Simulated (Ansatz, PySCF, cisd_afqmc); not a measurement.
Species: SnH4, charge 0, singlet. SnH4 (SMILES [SnH4]).
B3LYP-D3(BJ)/def2-TZVP minimum from Ansatz (a program for electronic structure):
```xyz
5

Sn     0.0000     0.0000     0.0000
H     -1.1293     1.1610    -0.5438
H      0.2699    -1.1525    -1.2320
H     -0.6131    -0.7839     1.3888
H      1.4724     0.7754     0.3870
```

Atomisation energy term by term, kcal/mol (programs: Ansatz, cisd_afqmc). Radicals and triplets start from unrestricted determinants; spin-orbit coupling is neglected. Correlated methods leave the cores frozen (noble-gas shells, and filled d and f shells in the p block). Past Kr the def2 sets carry scalar-relativistic core potentials. The Monte Carlo rows (phaseless AFQMC, CISD trial, step 0.005/hartree) carry one-sigma bars that omit the constraint's bias. Outlying blocks are dropped, and bars are widened where a walk drifts. Over all cases where full CI ran beside it in this data, AFQMC minus full CI had a median of +0.1 mEh and passed +0.4 mEh in a tenth of the cases. CBS(X,Y): correlation extrapolated as X^-3, Hartree-Fock from the larger set. A bracket is a step between two methods taken in the basis named. Where a partner has so few electrons that a lower coupled-cluster level is exact, that level stands in. Spin-orbit terms, left out, reach several kcal/mol for Br and I, and more for heavier atoms.

| term | basis | kcal/mol |
|---|---|---|
| Hartree-Fock | def2-QZVPP | 191.88 |
| CCSD correlation | CBS(def2-TZVPP,def2-QZVPP) | 67.93 |
| (T) | CBS(def2-TZVPP,def2-QZVPP) | 1.13 |
| CCSDT(Q) - CCSD(T) | def2-QZVPP | 0.18 |
| CCSDTQ - CCSDT(Q) | def2-SVP | 0.00 |
| minus zero-point energy | harmonic, PySCF's Hessian at B3LYP-D3(BJ)/def2-TZVP | -16.15 |
| sum: D0 |  | 245.0 |

The step beyond CCSD(T) by other levels: CCSDTQ in def2-SVP 0.25; AFQMC/CISD in def2-SVP 0.27 ± 0.06; CCSDT(Q) in def2-SVP 0.24; CCSDT(Q) in def2-TZVPP 0.17 kcal/mol.
